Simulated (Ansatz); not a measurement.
System: BeF, charge 0, multiplicity 2. SMILES: [Be][F]
Geometry: optimised at B3LYP-D3(BJ)/def2-TZVP (Ansatz, a first-principles code).

Wanted: atomisation energy (electronic, to ground-state atoms), in kcal/mol. Cores are frozen in the correlated levels unless marked. Open shells are spin-unrestricted. No spin-orbit coupling. No relativistic terms. FCI takes restricted orbitals. The coupled-cluster limit lacks core correlation, which all-electron functionals hold. CBS marks a two-point X^-3 extrapolation of the correlation energy; Hartree-Fock from the larger set.

```
level                                        program  atomisation energy (kcal/mol)
------------------------------------  --------------  -----------------------------
SVWN5/def2-TZVPD                              Ansatz                          159.9
PBE/def2-TZVPD                                Ansatz                          143.2
PBE0/6-31G*                                   Ansatz                          140.7
PBE0-D3(BJ)/def2-TZVPD                Ansatz + dftd3                          137.4
PBE0/def2-TZVPD                               Ansatz                          137.2
CAM-B3LYP-D4/def2-TZVPD               Ansatz + dftd4                          139.9
wB97X-V/def2-TZVPD                            Ansatz                              …
B2PLYP-D3(BJ)/def2-TZVPD              Ansatz + dftd3                          137.6
SCS-MP2/STO-3G                                Ansatz                          111.7
CCSD/6-31G                                    Ansatz                              …
CCSD/def2-TZVPPD                              Ansatz                              …
FCI/6-31G                                     Ansatz                              …
CCSD(T)/CBS(def2-TZVPPD,def2-QZVPPD)          Ansatz                          135.7
```

Problem. Complete the blanks.

Solution. 
- wB97X-V/def2-TZVPD, atomisation energy (kcal/mol): 135.1
- CCSD/6-31G, atomisation energy (kcal/mol): 105.3
- CCSD/def2-TZVPPD, atomisation energy (kcal/mol): 123.7
- FCI/6-31G, atomisation energy (kcal/mol): 106.8
